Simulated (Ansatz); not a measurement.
Molecule: sum formula SnCl₂F₂ (charge 0, singlet). SMILES: [Cl][Sn]([Cl])([F])[F]
Coordinates optimised at B3LYP-D3(BJ)/def2-TZVP (Ansatz, a quantum-chemistry and plane-wave program):
```xyz
5

F     -0.0993    -1.4702    -1.4059
Sn    -0.0148    -0.2112     0.0159
F     -0.0905    -1.2442     1.6099
Cl    -1.8461     1.1629    -0.0818
Cl     1.9900     0.8954    -0.0729
```

Property: vertical ionisation energy (to the doublet state of charge +1; each state is the SCF solution reached for its spin), in eV. Valence correlation only, unless marked. UHF or UKS for open shells. No spin-orbit coupling. The frozen core is the preceding noble-gas configuration, with the filled d and f shells of earlier blocks. Past Kr the def2 sets carry scalar-relativistic core potentials. CBS marks a two-point X^-3 extrapolation of the correlation energy; Hartree-Fock from the larger set.

```csv
level,program,vertical ionisation energy (eV)
HF/def2-SVPD,Ansatz,12.13
HF/def2-QZVPPD,Ansatz,11.86
SVWN5/def2-TZVPD,Ansatz,12.02
PBE/def2-TZVPD,Ansatz,11.81
PBE0/def2-TZVPD,Ansatz,12.36
BHLYP/def2-TZVPD,Ansatz,12.64
wB97X-V/def2-TZVPD,Ansatz,12.81
```

Question: Estimate the value at CCSD(T)/CBS(def2-TZVPPD,def2-QZVPPD) as computed with Ansatz.

Answer: 12.96 eV
